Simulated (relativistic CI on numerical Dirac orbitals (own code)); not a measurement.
**Slater and spin-orbit integrals, Co²¹⁺**

Calculated at this level of theory: Dirac-Coulomb-Breit CI, KLI orbitals optimised for each configuration, a model potential for QED, unscaled Slater integrals (own radial code, finite nucleus).

Slater integrals F^k, G^k are unscaled and averaged over j, outside the closed core 1s2; ζ comes from projecting the Hamiltonian with its Breit term on Σ l·s of the shell.

- 2s2 2p2: F^2(2p,2p) = 465390, ζ(2p) = 91346 cm⁻¹; <r>(2p) = 0.205, <r^2>(2p) = 0.05087 (bohr units).
- 2s 2p3: F^2(2p,2p) = 464180, G^1(2s,2p) = 499340, ζ(2p) = 90482 cm⁻¹; <r>(2s) = 0.2382, <r^2>(2s) = 0.06647, <r>(2p) = 0.2056, <r^2>(2p) = 0.05113 (bohr units).
- 2p4: F^2(2p,2p) = 462290, ζ(2p) = 89651 cm⁻¹; <r>(2p) = 0.2063, <r^2>(2p) = 0.05153 (bohr units).

Averages of the first 10 configurations, taken without configuration mixing, which lowers the lowest level and can move excited configurations by several eV; other configurations of the list can lie among them:

```
Configuration  Parity  States  Average energy above the lowest level (eV)
      2s2 2p2    even      15                                        26.2
       2s 2p3     odd      40                                       119.4
          2p4    even      15                                       232.4
       2p3 3s     odd      40                                      1235.8
       2p3 3p    even     120                                      1262.9
       2p3 3d     odd     200                                      1290.9
    2s2 2p 3s     odd      12                                      1056.2
    2s2 2p 3p    even      36                                      1086.2
    2s2 2p 3d     odd      60                                      1114.6
    2s 2p2 3s    even      60                                      1135.9
```
